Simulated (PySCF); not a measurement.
Excitations are Tamm–Dancoff values on a coarser integration grid. The basis has no diffuse functions, so Rydberg states are missing or too high.

Z-matrix (Å, degrees):
```
C
C 1 1.3322
F 2 1.3463 1 122.90
F 1 1.3463 2 122.90 3 0.00
H 1 1.0899 2 122.48 3 179.97
H 2 1.0899 1 122.48 5 0.00
```
Charge 0, multiplicity 1.

Problem. Estimate the S1–T1 gap (TDA), S1 oscillator strength and LUMO that PySCF with PBE-D3(BJ)/def2-TZVP returns for this input.

Solution. 
- S1–T1 gap (TDA) = 2.05 eV
- S1 oscillator strength = 0.014
- LUMO = -0.76 eV
